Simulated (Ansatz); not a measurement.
C4H5F3 can be A, `C/C=C(\F)C(F)F`, or B, `C/C=C/C(F)(F)F`.

Gas-phase electronic energies from Ansatz, PBE0-D4/def2-TZVP geometries. CCSD(T)/CBS is the MP2 limit (def2-TZVPP, def2-QZVPP) plus CCSD(T) − MP2 in def2-TZVPP, frozen cores. Double bonds are as drawn, so ΔE can hold a change between cis and trans. DFT in def2-TZVPP. B3LYP here is the variant with VWN-RPA as its local correlation; programs differ in this. Each species was taken in one conformer, which may not be the lowest.

A:

```xyz
12

C     1.3783   -0.1523   -1.3987
C     0.1924    0.2729   -0.6100
C    -0.1940   -0.2656    0.5315
F     0.4605   -1.2877    1.1048
C    -1.3785    0.1248    1.3547
F    -0.9707    0.6359    2.5454
F    -2.1038    1.0740    0.7254
H     1.0817   -0.4559   -2.4068
H     2.0801    0.6789   -1.5119
H     1.9015   -0.9828   -0.9265
H    -0.4187    1.0885   -0.9786
H    -2.0289   -0.7305    1.5707
```

B:

Z-matrix (Å, degrees):
```
C
C 1 1.486
H 1 1.094 2 110.5
H 1 1.091 2 111.9 3 -121.1
H 1 1.094 2 110.5 3 117.7
C 2 1.324 1 124.6 3 121.1
H 2 1.087 1 116.9 3 -58.9
C 6 1.488 2 123.5 1 -180.0
H 6 1.085 2 122.3 1 -0.0
F 8 1.344 6 111.3 2 120.7
F 8 1.344 6 111.2 2 -120.9
F 8 1.337 6 113.2 2 -0.1
```

Task: Which isomer does CCSD(T)/CBS put lower? Give the gap. (Estimate.)

Result: Ansatz gave: B, by 57.8 kJ/mol.

Task: Give E(B) − E(A) in kJ/mol with B3LYP, PBE-D4, LDA (SPW92), B2PLYP, BLYP-D4, CCSD(T)/def2-TZVPP, CCSD/def2-TZVPP. (An estimate is asked.)

Result: Ansatz gave: B3LYP -51.5, PBE-D4 -50.5, LDA (SPW92) -55.2, B2PLYP -55.4, BLYP-D4 -47.2, CCSD(T)/def2-TZVPP -59.1, CCSD/def2-TZVPP -59.3. None reverses the order clearly.

Task: Does the order hold for the free energy at 298.15 K (harmonic terms from PBE0-D4)? (Estimate.)

Result: Computed: Yes: G(B) − G(A) = -58.3 kJ/mol, for one conformer each.

Largest T1 diagnostic: 0.012.

Leaving LDA and LC-ωPBE aside and taking each functional with its dispersion term where it has one, the values, not all of them listed here, spread over 13.6 kJ/mol, from r2SCAN0-D4 to BLYP-D4. LDA lies −4.8 kJ/mol from PBE without D4. From PBE to PBE0 (25 % exact exchange), in def2-TZVPP and without D4, E(B) − E(A) moves by −4.9 kJ/mol.
